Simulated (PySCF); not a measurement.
Run record: EPR job, `CCC(=C=O)CO[CH]F` [radical].

Computed with UKS B3LYP, pcH-1 on C F H O, non-relativistic, mean-field spin-orbit, GIAO (PySCF 2.14.0). Geometry: GFN2-xTB. The input is one job of a driver script: a line of settings, then coordinates in Å.

Command:
```bash
OMP_NUM_THREADS=1 python probes_run.py task.json out
```

Input:
```
{"job": {"kind": "epr", "basis": "pcH-1"}, "charge": 0, "multiplicity": 2}
C     -1.662780    -1.134472     0.022585
C     -0.875526    -0.058258     0.765225
C     -0.310407     0.986406    -0.169826
C     -0.773823     2.197757    -0.219374
O     -1.223616     3.267959    -0.310357
C      0.934991     0.616067    -0.944808
O      2.044073     0.484370    -0.060836
C      2.098484    -0.641066     0.669209
F      1.987552    -1.804273    -0.038017
H     -2.496270    -0.691575    -0.518113
H     -2.054120    -1.860072     0.731406
H     -1.030324    -1.661730    -0.686906
H     -0.023508    -0.520228     1.288645
H     -1.514190     0.421399     1.508007
H      0.776116    -0.322441    -1.486914
H      1.211079     1.403714    -1.646569
H      2.905271    -0.671526     1.385655
```

Task: What does the run print?

Result: 
```
UKS, coarse grid
  cycle   1  E = -483.49549152  |g| = 6.97e-01
  cycle   2  E = -483.05990500  |g| = 1.31e+00
  cycle   3  E = -483.64339311  |g| = 2.42e-01
  cycle   4  E = -483.66550918  |g| = 8.63e-02
  cycle   5  E = -483.66831916  |g| = 2.17e-02
  cycle   6  E = -483.66851378  |g| = 8.63e-03
  cycle   7  E = -483.66854187  |g| = 3.07e-03
  cycle   8  E = -483.66854611  |g| = 1.05e-03
  cycle   9  E = -483.66854673  |g| = 4.09e-04
UKS, final grid
  cycle   1  E = -483.66864982  |g| = 5.76e-04
  cycle   2  E = -483.66864961  |g| = 9.68e-04
  cycle   3  E = -483.66864994  |g| = 1.82e-04
  cycle   4  E = -483.66864995  |g| = 3.58e-05
  cycle   5  E = -483.66864995  |g| = 1.86e-05
E = -483.66864995 Eh   <S^2> = 0.7526 (exact 0.7500)
g shifts (ppm)      1          2          3
  rmc          -241       -241       -241
  gc              4         86        136
  oz_so        -118       1505       2555
  total        -355       1350       2450
hyperfine (MHz)  atom isotope    a_iso     a_fc   dipolar eigenvalues
    0   13C      -0.68      -0.68     -0.49     -0.36      0.85
    1   13C      26.45      26.45     -4.68     -4.25      8.93
    2   13C       3.69       3.69     -2.05     -0.47      2.52
    3   13C       1.94       1.94     -1.55     -0.35      1.90
    4   17O      -0.48      -0.48     -2.16      0.74      1.42
    5   13C      11.66      11.66     -2.28     -1.39      3.67
    6   17O     -12.56     -12.56    -57.11     27.42     29.68
    7   13C     339.99     339.99    -75.23    -72.84    148.07
    8   19F     249.68     249.68   -224.08   -198.00    422.08
    9    1H       3.83       3.83     -0.95     -0.76      1.71
   10    1H       0.06       0.06     -1.31     -1.01      2.32
   11    1H       0.64       0.64     -1.97     -1.56      3.52
   12    1H      -0.97      -0.97    -14.61    -10.07     24.68
   13    1H       4.95       4.95     -2.85     -1.34      4.19
   14    1H       1.01       1.01     -4.19     -3.17      7.36
   15    1H      -0.85      -0.85     -3.17     -2.71      5.87
   16    1H      23.58      23.58    -30.21     -6.41     36.62
```

rmc, gc and oz_so are the mass-correction, gauge-correction and orbital-Zeeman/spin–orbit parts of the g shift along its three principal axes; a_iso is the isotropic hyperfine coupling and a_fc its Fermi-contact part. The program numbers atoms from 0.

Task: How far is ⟨S²⟩ from the pure-spin value?

Result: S = 0.5 gives S(S+1) = 0.75; the run has 0.7526, 0.0026 more.

Task: Get g_iso from the total shifts.

Result: Their mean is 1148 ppm; added to g_e = 2.002319 it gives 2.00347.

Main results: ⟨S²⟩ 0.753; g_iso 2.0035.

One conformer (not necessarily the lowest) at the GFN2-xTB geometry, without solvent, vibrations or thermal averaging.

Task: Estimate the wall time. Hardware: one thread, Arm Neoverse V1 (aarch64), shared host with 64 logical CPUs at a one-minute load of 18. And the peak memory of the process?

Result: About 90 s (density and orbital grids were written too), with 1.0 GiB resident at the peak, the Python interpreter and its libraries included.
Labels such as C1 count atoms from 1, the log's own numbers from 0.
